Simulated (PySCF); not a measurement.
## A survey of ²⁹Si NMR shifts

[PySCF 2.14.0 with density-fitted response routines: geometry from GFN2-xTB; shieldings: GIAO PBE0/pcSseg-1; gas phase; non-relativistic Hamiltonian; rapidly exchanging positions averaged; one conformer]

Shieldings were converted by a linear fit to measured shifts: ²⁹Si (scatter 8.9 ppm rms, 25.8 ppm with the 6 outliers that the fit left out vs TMS, solution or neat liquid). Occasional misses reach two or three times the rms, and more in compound classes unlike the fitted ones.

Give the ²⁹Si shifts of `F[SiH2]O[SiH]([SiH3])[SiH3]`, `CC([SiH3])=C=PCC(F)(F)F`, `C#C[C@](C)(Cl)[SiH2]C`, `N#C[C@H]1C[Si@H](C[SiH3])C1`, `CCC1=C[C@@H](Cl)[SiH2]1`.

Answers


```tsv
compound	environment	δ (ppm)
[F:1][SiH2:2][O:3][SiH:4]([SiH3:5])[SiH3:6]	Si4: silicon bonded to O, 2 Si, H	-13.5
[F:1][SiH2:2][O:3][SiH:4]([SiH3:5])[SiH3:6]	Si2: silicon bonded to F, O, 2 H	-32.2
[F:1][SiH2:2][O:3][SiH:4]([SiH3:5])[SiH3:6]	Si5/6: silicon bonded to Si, 3 H (×2)	-102.5
CC([SiH3])=C=PCC(F)(F)F	silicon bonded to C, 3 H	-54.7
C#C[C@](C)(Cl)[SiH2]C	silicon bonded to 2 C, 2 H	-26.5
[N:1]#[C:2][C@H:3]1[CH2:4][Si@H:5]([CH2:6][SiH3:7])[CH2:8]1	Si5: silicon bonded to 3 C, H, in a 4-membered ring	-11.6
[N:1]#[C:2][C@H:3]1[CH2:4][Si@H:5]([CH2:6][SiH3:7])[CH2:8]1	Si7: silicon bonded to C, 3 H	-72.1
CCC1=C[C@@H](Cl)[SiH2]1	silicon bonded to 2 C, 2 H, in a 4-membered ring	-32.2
```
